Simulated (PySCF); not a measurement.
# Mg: excitation energy

Mg [Ne] 3s2 (1S) → Mg [Ne] 3d2 (3F), as a difference of total energies. All numbers are calculated (PySCF 2.14, the spin-free X2C one-electron Hamiltonian (Gaussian nucleus), in aug-cc-pVDZ-DK). Correlated levels: valence: [Ne] frozen. The calculations carry no spin-orbit coupling.

```tsv
method	excitation energy (eV)
UHF	14.040
LDA	14.331
PBE	13.814
PBE0	14.025
r2SCAN	13.819
B3LYP	14.301
r2SCAN0	14.102
LC-wPBE	14.722
BLYP	14.057
MP2 (valence)	14.623
SCS-MP2 (valence)	14.745
```

**Question.** How much does correlation contribute at MP2 (valence)?

**Answer.** 14.623 − (14.040) = 0.583 eV, measured against UHF.

The upper state lies above the first ionisation limit, where it may autoionise and the basis confines it.

The promoted electron is Rydberg-like, and one or two diffuse shells describe it only roughly, which tends to raise the upper state.
